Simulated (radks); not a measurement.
Question: The table gives one normalised radial function P(r) = r R(r) of F in [He] 2s2 2p5 (r in bohr). Method: scalar-relativistic Kohn-Sham, PBE, spin-polarised, spherical densities, finite nucleus; open shells are filled with parallel spins first; Fermi nuclear charge, rms radius 2.8976 fm; computed with a radial shooting solver on a logarithmic mesh with Libxc functionals.

r,P
0.01306,0.0035
0.01608,0.0052
0.01996,0.0079
0.02457,0.0117
0.0305,0.0176
0.03755,0.0258
0.04661,0.0382
0.05738,0.0552
0.07122,0.0801
0.08768,0.1133
0.1088,0.1599
0.134,0.2189
0.1663,0.2969
0.2047,0.3885
0.2541,0.4984
0.3128,0.6128
0.3883,0.7302
0.478,0.8282
0.5886,0.8939
0.7305,0.9123
0.8994,0.8746
1.116,0.7816
1.374,0.6539
1.706,0.5023
2.1,0.3584
2.606,0.2290
3.209,0.1331
3.983,0.0656

Which n and l does it have? It may be an empty orbital.

Answer: n = 2, l = 1: the number of nodes gives n - l - 1 = 0, the rise at small r (about r^(l+1)) gives l, and the extent must fit the shell. The curve is that of 2p up; the table hardly tells the two spins apart. 2p up: eigenvalue -11.854 eV, 0 radial nodes, <r> = 1.09 bohr, 90 % of the charge inside 1.92 bohr.
